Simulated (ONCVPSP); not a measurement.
# Building the ONCV potential for sulfur (S) (PBE, scalar-relativistic).

| Quantity | Value |
| --- | --- |
| Element | sulfur |
| Generator | ONCVPSP 4.0.1 |
| Type | optimised norm-conserving Vanderbilt (ONCV) |
| Functional | PBE |
| Relativity | scalar-relativistic |
| Frozen core | [Ne] |
| Valence charge | 6 |
| Reference configuration | 3s2 3p3 (charge +1) |
| Partial waves | 3s: rc 1.30 bohr, ncon 4, nbas 9, qcut 4.5 1/bohr, 2 projectors, debl 1 Ha; 3p: rc 1.20 bohr, ncon 4, nbas 7, qcut 7.7 1/bohr, 2 projectors, debl 2.9 Ha; d scattering state at 0.16 Ha: rc 1.35 bohr, ncon 3, nbas 6, qcut 7.1 1/bohr, 2 projectors, debl 0.9 Ha |
| Local potential | polynomial inside 0.95 bohr (lpopt 5, dvloc0 6 Ha) |
| Core correction | Teter function, fcfact 5, rcfact 1.2 |

In the s channel the program set the typed energies aside and used -1.015, 0.250 Ha.

All-electron outer shells of the reference configuration (PBE, scalar-relativistic, ld1.x):

```tsv
shell	level (eV)	outermost node (bohr)	outermost maximum (bohr)
2s	-223.45	0.13	0.39
2p	-168.27	–	0.33
3s	-27.63	0.60	1.39
3p	-16.80	0.58	1.55
```

Calculated quality:

- Cutoffs needed: 27 Ha and 107 Ha (the cutoffs (Ha) at which the residual kinetic energy of the hardest occupied pseudo-wave falls to 1 and 0.1 mHa per electron)
- Ghost test: ghosts flagged at negative energy: p at -77.7 eV; GHOST(+) flagged for s at 126.8 eV; a true bound ghost makes a file unfit for plane-wave use
- Largest excitation error: +16 meV (all-electron minus pseudo) for 3s2 3p1, out of 4 test configurations
- rms error of d²Exc/dni dnj: 1.81 mHa without and 0.57 mHa with the model core

Generation and tests took about 3.6 s on one core of a shared server CPU.
